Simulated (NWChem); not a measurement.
System: C2HCl2, doublet; SMILES Cl[C]=CCl

In the optimisation the excess spin sits in a' (Cs, its own frame).

Task: Give the equilibrium geometry at PBE-D3(BJ)/def2-SVP, spin-unrestricted (NWChem) as a list of bonds and angles, with the point group.

Result: point group Cs; any orientation.
Bond lengths (Å): Cl1–C2 1.668, C2–C3 1.329, C3–Cl4 1.755, C3–H5 1.100. Angles (°): Cl1–C2–C3 136.9, C2–C3–Cl4 123.8, C2–C3–H5 121.9, Cl4–C3–H5 114.4.
